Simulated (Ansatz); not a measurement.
The pair A = disiloxane (SMILES [SiH3]O[SiH3]) (first 9 atoms), B = hydrogen (SMILES [H][H]); geometry from B3LYP-D3(BJ)/def2-TZVP.
(charge 0, multiplicity 1):
```xyz
11

Si    -0.6466    -1.2714    -0.3350
O     -0.0073     0.0448     0.4032
Si     0.9583     1.3640     0.2865
H     -1.6257    -1.8860     0.5850
H     -1.3225    -0.8710    -1.5914
H      0.4232    -2.2463    -0.6504
H      2.3642     0.9475     0.0746
H      0.8492     2.1280     1.5466
H      0.5271     2.2097    -0.8514
H     -0.6521    -0.1716     2.9717
H     -0.7889    -0.2665     3.6975
```

Frozen-core correlation. MP2 and its Hartree–Fock in aug-cc-pV(T+d)Z are density fitted.

The values were computed with Ansatz (a first-principles code). Values without a source in brackets are computed.

The counterpoise-corrected interaction energy is E(AB) − E(A in the pair's basis) − E(B in the pair's basis). Total energies (hartree):

```csv
level,AB,A in the pair's basis,B in the pair's basis
HF/aug-cc-pV(D+d)Z,-657.4457691,-656.3175165,-1.1288588
MP2/aug-cc-pV(D+d)Z,-657.8889805,-656.7320268,-1.1563600
HF/aug-cc-pV(T+d)Z,-657.5082842,-656.3758844,-1.1330076
MP2/aug-cc-pV(T+d)Z,-658.0432071,-656.8773789,-1.1650389
CCSD(T)/aug-cc-pV(D+d)Z,-657.9575058,-656.7919219,-1.1649192
```

**Question.** Work out the counterpoise-corrected interaction energy at the basis-set limit: extrapolate the MP2 correlation part as X⁻³, take Hartree–Fock from the larger set, and add the CCSD(T) − MP2 difference of aug-cc-pV(D+d)Z.

**Answer.** 
1. Differences (1 hartree = 627.509 kcal/mol): HF/aug-cc-pV(D+d)Z 0.380; MP2/aug-cc-pV(D+d)Z -0.373; HF/aug-cc-pV(T+d)Z 0.381; MP2/aug-cc-pV(T+d)Z -0.495; CCSD(T)/aug-cc-pV(D+d)Z -0.417.
2. Correlation parts, MP2 less HF: -0.753 in aug-cc-pV(D+d)Z (X = 2), -0.877 in aug-cc-pV(T+d)Z (X = 3).
3. Limit (3³·(-0.877) − 2³·(-0.753))/(3³ − 2³) = -0.929; with HF/aug-cc-pV(T+d)Z it gives -0.547.
4. CCSD(T) less MP2 in aug-cc-pV(D+d)Z: -0.045.
Result: -0.59 kcal/mol, against -0.37 at MP2/aug-cc-pV(D+d)Z. It is an estimate of this method's limit, not of the exact value.
